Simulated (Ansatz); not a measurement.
Basis-set series for `[OH][Ti]12345678([Cl])([C@H]9[C@@H]1[C@@H]2[C@@H]3[C@H]94)[C@H]1[C@@H]5[C@@H]6[C@@H]7[C@H]18`. Total charge 0; spin multiplicity 1. The structure was optimised at the PBE0-D4/def2-TZVP level. It is one conformer, not always the lowest.

```csv
functional,basis,functions,energy (Eh),HOMO (eV),LUMO (eV)
PBE0-D4,def2-SVP,258,-1771.27152,-6.45,-1.71
PBE0-D4,def2-QZVPP,1120,-1772.09761,-6.56,-1.77
ωB97M-V,def2-SVP,258,-1771.86452,-8.48,0.46
ωB97M-V,def2-QZVPP,1120,-1772.70680,-8.61,0.31
```

**Question.** Give the rows for def2-TZVPP. (An estimate is asked.)

**Answer.** Ansatz gave: 
| functional | basis | functions | energy (Eh) | HOMO (eV) | LUMO (eV) |
| --- | --- | --- | --- | --- | --- |
| PBE0-D4 | def2-TZVPP | 601 | -1772.04438 | -6.53 | -1.74 |
| ωB97M-V | def2-TZVPP | 601 | -1772.65678 | -8.59 | 0.38 |

Positive LUMOs are unbound and depend on the basis. Scalar relativity is left out up to krypton.
